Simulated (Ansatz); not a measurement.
Reactions of `F[SiH](S)[GeH3]`.

Gas-phase electronic energies from Ansatz, PBE0-D4/def2-TZVP geometries. CCSD(T)/CBS adds triple-zeta CCSD(T) − MP2 to the extrapolated MP2 energy (def2 sets, frozen cores). This one scheme is used for every species. Functionals use def2-TZVPP. Elements past krypton have def2 core potentials. For Ge, Zr outer-core shells are correlated without core-valence functions, which leaves a few kJ/mol of doubt a bond. Scalar relativity is left out up to krypton. One conformer a species, not always the lowest.

```
                                                                                      reaction  ωB97X-V (kJ/mol)  B2PLYP (kJ/mol)  r2SCAN-D4 (kJ/mol)  CCSD(T)/CBS(def2) (kJ/mol)
                                                 `F[SiH](S)[GeH3]` + H–F → `F[SiH](F)S` + GeH₄              -141             -146                -140                        -134
`F[SiH](S)[GeH3]` + `[AlH2][CH]1O[SiH2][SiH2]1` → `F[SiH]([AlH2])[GeH3]` + `SC1O[SiH2][SiH2]1`               101              105                 105                         104
    `F[SiH](S)[GeH3]` + `[CH3][Zr]([F])([F])[F]` → `C[SiH](F)[GeH3]` + `[F][Zr]([F])([F])[SH]`               -68              -70                 -70                         -66
                                                 `F[SiH](S)[GeH3]` + CH₄ → `C[SiH](F)S` + GeH₄                 5                7                  10                           8
```

Largest T1 diagnostic: 0.018, for `[F][Zr]([F])([F])[SH]`.
